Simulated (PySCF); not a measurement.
# Basis and Hamiltonian dependence of the excitation energy of C²⁺

C²⁺ [He] 2s2 (1S) → C²⁺ [He] 2s1 2p1 (3P). Calculated with PySCF 2.14 from differences of total energies of unrestricted determinants, without spin-orbit coupling. Values in eV.

```tsv
basis	Hamiltonian	functions	UHF	PBE	PBE0	MP2 (valence)	CCSD(T) (valence)	CCSD(T) (valence and next inner shell)
aug-cc-pVDZ-DK	spin-free X2C	23	4.712	5.661	5.611	5.734	6.581	n/a
aug-cc-pwCVDZ	non-relativistic	27	4.736	5.712	5.651	5.790	6.625	6.614
x2c-TZVPPall	spin-free X2C	31	4.662	5.606	5.554	5.734	6.513	6.489
x2c-TZVPPall with one added diffuse shell each of s, p, d type	spin-free X2C	40	4.662	5.606	5.554	5.736	6.515	6.490
dyall-av2z	non-relativistic	42	4.655	5.598	5.545	5.742	6.556	n/a
aug-cc-pVTZ	non-relativistic	46	4.677	5.626	5.571	5.760	6.529	n/a
aug-cc-pVTZ-DK	spin-free X2C	46	4.695	5.644	5.589	5.777	6.546	n/a
x2c-QZVPPall	spin-free X2C	57	4.656	5.611	5.555	5.781	6.531	6.489
aug-cc-pCVTZ-DK	spin-free X2C	59	4.688	5.642	5.587	5.793	n/a	6.531
aug-cc-pwCVTZ	non-relativistic	59	4.664	5.620	5.565	5.780	6.538	6.499
dyall-av3z	spin-free X2C	71	4.654	5.611	5.555	5.786	6.546	n/a
dyall-acv3z	non-relativistic	76	4.636	5.593	5.537	5.768	6.529	6.519
aug-cc-pVQZ-DK	spin-free X2C	80	4.661	5.615	5.560	5.802	6.546	n/a
aug-cc-pCVQZ-DK	spin-free X2C	109	4.659	5.613	5.558	5.806	n/a	n/a
```

Frozen in the all-electron rows: valence: 1s2; valence and next inner shell: nothing.
